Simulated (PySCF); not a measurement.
## Dipole response of W⁺ (tungsten, charge +1)

[Xe] 4f14 5d4 6s1, high-spin 6D determinant. Computed with PySCF 2.14 in def2-QZVPPD with the def2 core potential (60 electrons), with a scalar-relativistic core potential. Coupled (time-dependent) response in atomic units; α is the mean over directions.

```tsv
method	mean α (bohr³)	α xx, yy, zz	C₆ (like pair)	S(−4)
UHF	43.99	43.45, 43.45, 45.06	387.3	913.4
PBE	34.67	33.99, 33.99, 36.02	296.7	495.5
PBE0	36.10	35.48, 35.48, 37.33	309.8	549.9
```

S(−4) is the Cauchy moment in α(ω) = α(0) + S(−4) ω² + …

Spin-orbit coupling is absent.

α(iu) at PBE:

```json
{"u (hartree)": "0", "α(iu) (bohr³)": "34.67"}
{"u (hartree)": "0.0500", "α(iu) (bohr³)": "33.48"}
{"u (hartree)": "0.100", "α(iu) (bohr³)": "30.48"}
{"u (hartree)": "0.200", "α(iu) (bohr³)": "23.19"}
{"u (hartree)": "0.300", "α(iu) (bohr³)": "17.55"}
{"u (hartree)": "0.500", "α(iu) (bohr³)": "11.20"}
{"u (hartree)": "0.750", "α(iu) (bohr³)": "7.399"}
{"u (hartree)": "1.00", "α(iu) (bohr³)": "5.346"}
{"u (hartree)": "1.50", "α(iu) (bohr³)": "3.227"}
{"u (hartree)": "2.00", "α(iu) (bohr³)": "2.170"}
{"u (hartree)": "3.00", "α(iu) (bohr³)": "1.166"}
{"u (hartree)": "5.00", "α(iu) (bohr³)": "0.4854"}
```

A single London oscillator, α(iu) = α/(1 + u²/ω²), gives C₆ = (3/4) ω α². Matching the computed C₆ needs ω = 4 × 296.7 / (3 × 34.67²) = 0.329 hartree.

For an ion, C₆ is the dispersion term alone; charge-induced terms of lower order in 1/R come first.

The components differ because the open shell of this determinant is not spherical; for a pure term their mean is the scalar polarisability.

Energies and moments cover only the electrons outside the core potential. Spin-orbit coupling, absent here, splits the open shell strongly.
